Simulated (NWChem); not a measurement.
## One site exchanged: I, H, F, Cl

Each species was optimised at PBE0/def2-SVP with NWChem, gas phase unless a solvent is named. All stand in one matching conformer (torsions within 35°), which need not be the lowest. Some are not confirmed as minima by frequencies. def2 effective core potentials on I; no spin-orbit coupling.

A: C[S][Mg][I] (CH3IMgS)
B: [S](C)[MgH] (CH$_{4}$MgS)
C: [Mg]([S]C)[F] (CH$_{3}$FMgS)
D: C[S][Mg][Cl] (CH$_{3}$ClMgS)

| quantity | A (I) | B (H) | C (F) | D (Cl) |
|---|---|---|---|---|
| Pauling electronegativity of the site (pymatgen's table) | 2.66 | 2.20 | 3.98 | 3.16 |
| electrons in the molecule | 90 | 38 | 46 | 54 |
| dipole (D), PBE0/def2-SVP | 1.66 | 1.41 | 1.81 | 1.84 |
| orbital gap (eV), PBE0/def2-SVP | 5.13 | 5.62 | 5.26 | 5.25 |
| static polarisability, PBE/def2-SVPD (bohr³) | 105.1 | 69.6 | 60.7 | 77.8 |
| lowest singlet excitation, PBE/def2-SVPD, TDA (eV) | 3.38 | 3.79 | 3.51 | 3.49 |

“Dipole (D), PBE0/def2-SVP” runs from 1.41 in B (H) to 1.84 in D (Cl), in no step with either the site's electronegativity or the electron count. “Orbital gap (eV), PBE0/def2-SVP” runs from 5.13 in A (I) to 5.62 in B (H). “Static polarisability, PBE/def2-SVPD (bohr³)” runs from 60.7 in C (F) to 105.1 in A (I), in no step with either the site's electronegativity or the electron count. “Lowest singlet excitation, PBE/def2-SVPD, TDA (eV)” runs from 3.38 in A (I) to 3.79 in B (H), falling in step with the number of electrons.

These are trends among computed rows of three or four species; they are not measurements.
